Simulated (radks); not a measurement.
Values are calculated unless marked as measured or tabulated.
Polarisability of the scandium ion Sc+, [Ar] 3d1 4s1, at imaginary frequency. Code: a radial shooting solver on a logarithmic mesh with Libxc functionals. Model: scalar-relativistic Kohn-Sham, LDA (Slater exchange, Perdew-Wang correlation), spin-polarised, spherical densities, finite nucleus; open shells are filled with parallel spins first; Fermi nuclear charge, rms radius 3.5459 fm. Response by self-consistent Sternheimer equations with the Hartree and adiabatic LDA kernel, the relativistic mass of each level held fixed and spin-orbit coupling left out.

w (hartree)  alpha1(iw) (bohr^3)
0.00266                    52.76
0.0143                     52.30
0.0360                     49.89
0.0697                     43.50
0.118                      33.13
0.186                      22.22
0.280                      13.95
0.413                      8.707
0.605                      5.557
0.892                      3.582
1.35                       2.217
2.12                       1.218
3.59                      0.5470
6.94                      0.1849
17.5                     0.03970

Static values: alpha1 = 52.78 bohr^3 (7.820 angstrom^3; uncoupled 70.70). C6 = 344.9, triple-dipole C9 = 12900 atomic units. One-pole (London) frequency 4 C6 / (3 alpha1^2) = 0.165 hartree, against 0.382 for minus the highest occupied eigenvalue.
